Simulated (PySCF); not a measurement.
C7H4FN.
SMILES with atom numbers: `[N:1]#[C:2][c:3]1[cH:4][cH:5][cH:6][cH:7][c:8]1[F:9]` (hydrogens: H10 on C4; H11 on C5; H12 on C6; H13 on C7)

All values: wB97X-D/pcSseg-2 (PySCF, non-relativistic), on one gas-phase PBE0-D3(BJ)/def2-TZVP geometry that isn't relaxed in the solvent. The solvent is an IEF-PCM continuum (van der Waals radii × 1.2). The model holds no explicit solvent molecules, cavitation or dispersion.

Gas phase at wB97X-D/pcSseg-2: HOMO -9.62 eV, LUMO -0.11 eV, dipole 5.41 D.

Q: What does the continuum do to the energy, the frontier levels and the dipole at wB97X-D/pcSseg-2 in chloroform?

A: 
| solvent | ε | E(solvent) − E(gas) (kcal/mol) | polarisation term (kcal/mol) | distortion of the solute (kcal/mol) | HOMO (eV) | LUMO (eV) | dipole (D) |
| --- | --- | --- | --- | --- | --- | --- | --- |
| chloroform | 4.711 | -5.00 | -5.88 | 0.88 | -9.46 | 0.03 | 6.70 |

Polarisation term: ½ Σ q·V over the induced surface charges. Distortion: the rise of the solute's own energy as its density leaves the gas-phase optimum.

Q: Which radius a makes the point-dipole formula ΔE = −[(ε − 1)/(2ε + 1)]·μ²/a³ give the value in chloroform, with the gas-phase dipole?

A: μ = 2.128 au and |ΔE| = 0.00796 Eh give a = 3.11 Å; the farthest nucleus lies 3.63 Å from the centroid of the nuclei, so such a sphere wouldn't even hold the nuclei. The formula assumes a rigid point dipole at the centre of a sphere.

The run took 96 s on an Arm Neoverse V1 with one thread, on a shared host, and the process peaked at 2.0 GiB of memory. This is the whole shielding run at wB97X-D/pcSseg-2 in chloroform, SCF included.

wB97X-D is run here without its empirical dispersion term; that term would change no orbital, density or response property at a fixed geometry.
